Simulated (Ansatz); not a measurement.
One change: `C[N](C)[ZnH]` becomes `C[N](C)[Mg][OH]`.

Ansatz, PBE0-D4/def2-TZVP geometries, multiplicity 1. Each molecule was computed in one conformer, which needn't be the lowest.

Scalar relativity is left out up to krypton.

| property | `C[N](C)[ZnH]` |
| --- | --- |
| HOMO energy (PBE/def2-TZVPP) / eV | -4.52 |
| HOMO energy (ωB97M-V/def2-TZVPP) / eV | -7.99 |
| zero-point energy (PBE0-D4/def2-TZVP) / kJ/mol | 229.7 |
| HOMO energy (B3LYP/def2-TZVPP) / eV | -5.53 |
| LUMO energy (ωB97M-V/def2-TZVPP) / eV | 0.99 |
| ideal-gas entropy at 298 K and 1 bar (rigid rotor, harmonic PBE0-D4/def2-TZVP) / J/(mol·K) | 324 |

Problem. What does the change do to each property? (An estimate is asked.)

Solution. The calculation gave: 
```csv
property,`C[N](C)[Mg][OH]`,shift
HOMO energy (PBE/def2-TZVPP) / eV,-4.22,0.30
HOMO energy (ωB97M-V/def2-TZVPP) / eV,-7.74,0.25
zero-point energy (PBE0-D4/def2-TZVP) / kJ/mol,243.8,14.1
HOMO energy (B3LYP/def2-TZVPP) / eV,-5.26,0.27
LUMO energy (ωB97M-V/def2-TZVPP) / eV,0.30,-0.69
"ideal-gas entropy at 298 K and 1 bar (rigid rotor, harmonic PBE0-D4/def2-TZVP) / J/(mol·K)",373,49
```

With PBE0 the HOMO rises by 0.27 eV and the LUMO falls by 0.61 eV, so the gap narrows by about 0.88 eV. PBE moves the HOMO by 0.30 eV and ωB97M-V by 0.25 eV. The zero-point energy changes by 14.1 kJ/mol with +3 modes.

B3LYP here is the variant with VWN-RPA as its local correlation; programs differ in this.
